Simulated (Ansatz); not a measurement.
Molecule: VF3, net charge 0, triplet state. The spin state was set by rule; other spins were not relaxed. SMILES: [F][V]([F])[F]
Geometry: optimised at B3LYP-D3(BJ)/def2-TZVP (Ansatz, an electronic-structure program).

Property: atomisation energy (electronic, to ground-state atoms), in kJ/mol. Cores are frozen in the correlated levels unless marked. Open shells are spin-unrestricted. No spin-orbit coupling. Frozen are the shells of the preceding noble gas and the d and f shells that filled before the atom's block. No relativistic terms.  The program attaches cautions to a run behind BHLYP-D3(BJ)/def2-TZVPD: asymmetric forces.

| level | program | atomisation energy (kJ/mol) |
|---|---|---|
| HF/STO-3G | Ansatz | 1106.3 |
| HF/def2-QZVPPD | Ansatz | 1093.1 |
| BLYP-D4/def2-TZVPD | Ansatz + dftd4 | 1758.0 |
| r2SCAN/def2-TZVPD | Ansatz | 1724.1 |
| r2SCAN-D3(BJ)/def2-TZVPD | Ansatz + dftd3 | 1725.1 |
| B97M-V/def2-TZVPD | Ansatz | 1679.2 |
| PBE0-D3(BJ)/def2-TZVPD | Ansatz + dftd3 | 1648.7 |
| BHLYP-D3(BJ)/def2-TZVPD | Ansatz + dftd3 | 1491.5 |
| r2SCANh/def2-TZVPD | Ansatz | 1668.9 |
| wB97X-V/def2-TZVPD | Ansatz | 1673.8 |
| B2PLYP/def2-TZVPD | Ansatz | 1640.8 |
| RPA@PBE/def2-QZVPP | Ansatz | 1501.2 |
| CCSD(T)/6-31G* | Ansatz | 1546.8 |
| CCSD(T)/def2-SVPD | Ansatz | 1579.9 |

The Hartree-Fock reference is unstable (checked in the largest basis), which strains HF and MP2.
